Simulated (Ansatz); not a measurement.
def2 core potentials replace the inner electrons of Sn.

Species: C4H12O3Sn, SMILES `[O](C)[Sn]([O]C)([CH3])[O]C` (charge 0, multiplicity 1), formula C4H12O3Sn.

Task: How many basis functions does frozen-core CCSD(T)/def2-SVP // PBE0-D3(BJ)/def2-SVP (Ansatz, a quantum-chemistry and plane-wave program) use, how many core orbitals are frozen, and how many electrons are correlated?

Result: 184 basis functions and 11 frozen orbitals, which leaves 60 correlated electrons (filled d shells below the valence shell are correlated). Core time is of the order of minutes.
